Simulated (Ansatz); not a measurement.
Calculated with Ansatz (gas phase, PBE0-D4/def2-TZVP geometries, no zero-point term in ΔE). CCSD(T)/CBS is the MP2 limit (def2-TZVPP, def2-QZVPP) plus CCSD(T) − MP2 in def2-TZVPP, frozen cores. Functionals use def2-TZVPP. For Ga outer-core shells are correlated without core-valence functions, which leaves a few kJ/mol of doubt a bond. Scalar relativity is left out up to krypton. Each species was taken in one conformer, which may not be the lowest.

Consider the ligand exchange at the Si–O bond: `[NH2][GaH][O][SiH3]` + `OB(O)F` → `OB(F)O[SiH3]` + `[NH2][GaH][OH]`.

| level | ΔE (eV) |
| --- | --- |
| r2SCAN-D4 | 0.19 |
| MP2/CBS(def2) | 0.17 |

**Question.** What does CCSD(T)/CBS give? (Estimate.)

**Answer.** Computed: +0.17 eV. The listed levels differ from it by 0.02, 0.00 eV.

Largest T1 diagnostic among the species: 0.014.

Leaving LDA and LC-ωPBE aside and taking each functional with its dispersion term where it has one, the values, not all of them listed here, spread over 0.05 eV, from BLYP-D4 to BHLYP-D4. From BLYP to BHLYP (50 % exact exchange), in def2-TZVPP and without D4, ΔE moves by +0.04 eV. At CCSD(T), def2-SVP lies +0.09 eV from the extrapolated value and def2-TZVPP +0.02 eV.
